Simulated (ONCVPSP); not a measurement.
# What one change does to a pseudopotential (Ni, ONCV)

```
Element                 : nickel
Generator               : ONCVPSP 4.0.1
Type                    : optimised norm-conserving Vanderbilt (ONCV)
Functional              : PBE
Relativity              : scalar-relativistic
Frozen core             : [Ne]
Valence charge          : 18
Reference configuration : 3s2 3p6 3d8 4s2
Partial waves           : 3s+4s: rc 1.10 bohr, ncon 3, nbas 7, qcut 12.6 1/bohr, 2 projectors; 3p: rc 0.85 bohr, ncon 3, nbas 7, qcut 11.7 1/bohr, 2 projectors, debl 3.6 Ha; 3d: rc 1.45 bohr, ncon 5, nbas 10, qcut 11 1/bohr, 2 projectors, debl 1.9 Ha
Local potential         : polynomial inside 0.75 bohr (lpopt 5, dvloc0 0 Ha)
Core correction         : none
```

Change: s: qcut 14; p: qcut 13; d: qcut 12.2.

Cutoffs: the cutoffs (Ha) at which the residual kinetic energy of the hardest occupied pseudo-wave falls to 1 and 0.1 mHa per electron; they do not see the model core or the augmentation charge, which bear on the density cutoff. Errors are all-electron minus pseudo energies relative to the spin-unpolarised reference configuration.

What does the change do?

The potential gets harder (52 Ha and 61 Ha → 61 Ha and 72 Ha); of the 4 tests that both files solve, the error grows in 0 and shrinks in 4 by more than 15 % and 0.3 meV (median size 7.9 → 5.7 meV); neither file shows a bound ghost.

```csv
quantity,base,changed
"cutoff, loose",52 Ha,61 Ha
"cutoff, tight",61 Ha,72 Ha
loose cutoff by channel,"s 52 Ha, p 38 Ha, d 51 Ha","s 61 Ha, p 39 Ha, d 57 Ha"
bound ghosts,none,none
GHOST(+) flags under 300 eV,none,none
"error for 3s2 3p6 3d8 4s1, meV [ΔE 9.32 eV]",+0.8,+0.5
"error for 3s2 3p6 3d8 4s0, meV [ΔE 26.67 eV]",+5.8,+4.6
"error for 3s2 3p6 3d7 4s0, meV [ΔE 64.14 eV]",+10,+6.7
"error for 3s2 3p6 3d9 4s0, meV [ΔE 6.32 eV]",+34,+27
s: phases at 1.12 bohr within 0.05 rad from the reference energy up to (Ha; the scan ends near 5),to the end of the scan,to the end of the scan
p: phases at 0.86 bohr within 0.05 rad from the reference energy up to (Ha; the scan ends near 5),to the end of the scan,to the end of the scan
d: phases at 1.47 bohr within 0.05 rad from the reference energy up to (Ha; the scan ends near 5),to the end of the scan,to the end of the scan
```
